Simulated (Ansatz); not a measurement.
CH3AlF2Si, SMILES `F[CH]1[SiH2][Al]1[F]`. The species carries charge 0 and has multiplicity 1.

| atom | x (Å) | y (Å) | z (Å) |
| --- | --- | --- | --- |
| F1 | -0.3674 | 2.0159 | -0.7437 |
| C2 | 0.0995 | 0.7476 | -0.5339 |
| Si3 | 0.1150 | -0.1711 | 1.1622 |
| Al4 | -0.2551 | -1.1157 | -0.9572 |
| F5 | -0.7186 | -2.1881 | -2.1117 |
| H6 | 1.1780 | 0.7037 | -0.8201 |
| H7 | 1.1684 | 0.0919 | 2.1833 |
| H8 | -1.2199 | -0.0842 | 1.8212 |

**Question.** What are the harmonic wavenumbers in cm⁻¹ at PBE0-D4/def2-TZVP (Ansatz, finite differences of forces, unscaled)? (Best estimate.)

**Answer.** Computed: 110, 147, 236, 270, 355, 391, 471, 575, 635, 690, 866, 887, 935, 1140, 1292, 2190, 2206, 2865.

**Question.** Is this a minimum?

**Answer.** Yes, all 18 modes are real.

**Question.** Give the ideal-gas thermochemistry at 298.15 K and 1 bar (rigid rotor, harmonic oscillator; point group C1, symmetry number 1).

**Answer.** Zero-point energy 97.2 kJ/mol; H(298) − E = 117.4 kJ/mol; entropy 341.5 J/(mol·K), of which translation 167.3, rotation 115.7, vibration 58.6; G(298) − E = 15.5 kJ/mol.

**Question.** And at 400, 500, 600, 800 and 1000 K?

**Answer.** 
```
T (K)  H − E (kJ/mol)  S (J/mol/K)  G − E (kJ/mol)
  400           128.6        374.0           -21.0
  500           141.1        401.7           -59.8
  600           154.5        426.1          -101.2
  800           183.4        467.6          -190.7
 1000           214.4        502.1          -287.8
```
